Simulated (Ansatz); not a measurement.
The cluster Te₃Pd₂, relaxed as a singlet with RKS r2SCAN-D4/def2-SVP in Ansatz, starting from the GFN2-xTB geometry. Force threshold 0.02 eV/Å.

In the def2 sets Pd, Te take a core potential; there is no spin–orbit coupling. The restricted singlet is unstable towards broken spin symmetry in Hartree–Fock (as tested in another run); at r2SCAN-D4/def2-SVP this wasn't settled. The relaxation made no stability test and no search for a lower SCF solution. No other spin state of charge 0 was run. Another isomer (singlet) lies 0.67 eV lower at PBE0-D4/def2-TZVP; other spin states weren't run for this one.

Start:

```tsv
atom	x (Å)	y (Å)	z (Å)
Pd1	0.622	-1.243	-0.419
Pd2	-1.989	-0.486	0.595
Te3	1.976	0.901	-0.520
Te4	-0.811	0.660	-1.316
Te5	0.202	0.168	1.660
```

Q: Estimate the energy that the relaxation releases and the steps that it takes.

A: 5.0 kcal/mol, in 7 steps; 27 s on 4 threads of Arm Neoverse V2 on a shared host. No frequencies were taken in this run, so the end may be a saddle point.

Q: Does the start keep its bonding and symmetry?

A: Bonds lost: Te4–Te5 (atoms count from 1). Point group Cs at the start, Cs at the end, both within 0.05 Å.

Q: Predict the relaxed structure.

A: 
Cartesian coordinates in Å:
```
Pd 0.571 -1.229 -0.398
Pd -1.964 -0.455 0.592
Te 1.979 0.945 -0.515
Te -0.851 0.641 -1.480
Te 0.264 0.098 1.801
```
Bond lengths (bridged metal pairs left out): 5 × Pd–Te 2.59 Å; 2 × Te–Te 3.00 to 3.01 Å.
